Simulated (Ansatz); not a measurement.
C2H8OSi⁺, that is Si(OEt)H3 with one electron fewer. Charge 1, multiplicity 2. Geometry r2SCAN-D4/def2-SVP, that of the neutral singlet; atoms count from 1.

```xyz
12

Si    0.860    0.583    1.804
O     0.272    0.619    0.246
C    -0.285   -0.517   -0.398
C    -0.737   -0.126   -1.787
H     0.467   -1.331   -0.454
H    -1.141   -0.909    0.189
H    -1.173   -0.990   -2.312
H    -1.495    0.671   -1.732
H     0.114    0.251   -2.374
H     1.351    1.953    2.103
H     1.980   -0.403    1.937
H    -0.212    0.199    2.777
```

Estimate the Mulliken populations from the PBE0/def2-TZVP orbitals of Ansatz.


| atom | charge (e) | spin (α − β) |
| --- | --- | --- |
| Si1 | 0.25 | -0.01 |
| O2 | -0.05 | 0.58 |
| C3 | -0.13 | 0.00 |
| C4 | -0.37 | 0.00 |
| H5 | 0.23 | 0.10 |
| H6 | 0.23 | 0.09 |
| H7 | 0.18 | 0.00 |
| H8 | 0.18 | 0.01 |
| H9 | 0.18 | 0.01 |
| H10 | 0.08 | 0.00 |
| H11 | 0.11 | 0.11 |
| H12 | 0.11 | 0.11 |
Mulliken values depend strongly on the basis.

Where does the spin sit?

Summed by element: Si -0.01, O 0.58, C 0.01, H 0.42, of 1 unpaired in all. Largest on single atoms: O2 0.58, H11 0.11, H12 0.11.

And the Mayer bond orders between heavy atoms (over 0.3)?

Si1–O2 1.04 (1.67 Å); O2–C3 0.99 (1.42 Å); C3–C4 1.06 (1.51 Å).
